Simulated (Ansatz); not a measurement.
All numbers were calculated with Ansatz.

`[NH2][Ga]([F])[O][SiH3]`. The species carries charge 0 and has multiplicity 1. The structure was optimised at the PBE0-D4/def2-TZVP level. It is one conformer, not always the lowest.

```xyz
10

N    -0.722   -1.832   -1.734
Ga    0.128   -0.466   -0.947
F     1.496    0.287   -1.734
O    -0.281    0.136    0.658
Si    0.271    1.260    1.711
H    -1.608   -2.163   -1.392
H    -0.580   -2.041   -2.708
H     0.215    2.623    1.118
H     1.675    0.975    2.112
H    -0.595    1.222    2.918
```

(1) What is the dipole moment at PBE/def2-TZVPP? (An estimate is asked.)

(2) And with r2SCAN, B3LYP, ωB97M-V? (Estimate.)

(3) Give the Mulliken charges with PBE, r2SCAN, B3LYP in def2-TZVPP. (Best estimate.)

## Answers

(1) The calculation gave: 2.67 D, with components (-1.95, -1.60, -0.88) D in this frame, pointing from negative to positive charge.

(2) The calculation gave: r2SCAN 2.68 D, B3LYP 2.64 D, ωB97M-V 2.63 D.

(3) The calculation gave: 
```tsv
atom	PBE	r2SCAN	B3LYP
N1	-0.35	-0.41	-0.36
Ga2	0.57	0.72	0.70
F3	-0.35	-0.39	-0.39
O4	-0.34	-0.44	-0.42
Si5	0.33	0.43	0.40
H6	0.16	0.17	0.15
H7	0.16	0.17	0.15
H8	-0.07	-0.08	-0.08
H9	-0.07	-0.08	-0.08
H10	-0.07	-0.08	-0.08
```

B3LYP here is the variant with VWN-RPA as its local correlation; programs differ in this.
